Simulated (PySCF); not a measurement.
AlCl4, SMILES [Cl][Al-]([Cl])([Cl])[Cl], charge -1. Geometry: B3LYP-D3(BJ)/def2-SVPD.

Computed equilibrium geometry at B3LYP-D3(BJ)/def2-SVPD (PySCF confirms it by a frequency run) as a Z-matrix, and its point group:
point group Td.
```
Al
Cl 1 2.1810
Cl 1 2.1810 2 109.47
Cl 1 2.1810 2 109.47 3 -120.00
Cl 1 2.1810 2 109.47 3 120.00
```
Charge -1, spin multiplicity 1.
